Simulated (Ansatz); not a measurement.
C2H6Ge can be A, `[CH2]1[CH2][GeH2]1`, or B, `C[CH2][GeH]`.

Gas-phase electronic energies from Ansatz, PBE0-D4/def2-TZVP geometries. CCSD(T)/CBS is the MP2 limit (def2-TZVPP, def2-QZVPP) plus CCSD(T) − MP2 in def2-TZVPP, frozen cores. Functionals use def2-TZVPP. B3LYP here is the variant with VWN-RPA as its local correlation; programs differ in this. For Ge outer-core shells are correlated without core-valence functions, which leaves a few kJ/mol of doubt a bond. Scalar relativity is left out up to krypton.

(1) Which isomer does CCSD(T)/CBS put lower? Give the gap. (An estimate is asked.)

(2) Give E(B) − E(A) in kJ/mol with ωB97M-V, BLYP-D4, B2PLYP, CCSD/def2-TZVPP, B3LYP-D4, MP2/def2-TZVPP, B3LYP. (Best estimate.)

(3) Does the order hold for the free energy at 298.15 K (harmonic terms from PBE0-D4)? (Estimate.)

Largest T1 diagnostic: 0.011.

Answers

(1) The calculation gave: B, by 10.5 kJ/mol.

(2) Computed: ωB97M-V -21.3, BLYP-D4 -38.2, B2PLYP -18.1, CCSD/def2-TZVPP -12.9, B3LYP-D4 -32.8, MP2/def2-TZVPP 7.6, B3LYP -31.1. The order is the other way round with MP2/def2-TZVPP.

(3) Ansatz gave: Yes: G(B) − G(A) = -11.5 kJ/mol.

From BLYP to BHLYP (50 % exact exchange), in def2-TZVPP and without D4, E(B) − E(A) moves by +5.0 kJ/mol. Leaving LDA and LC-ωPBE aside and taking each functional with its dispersion term where it has one, the values, not all of them listed here, spread over 38.9 kJ/mol, from BLYP-D4 to PBE-QIDH. LDA lies +22.8 kJ/mol from PBE without D4.
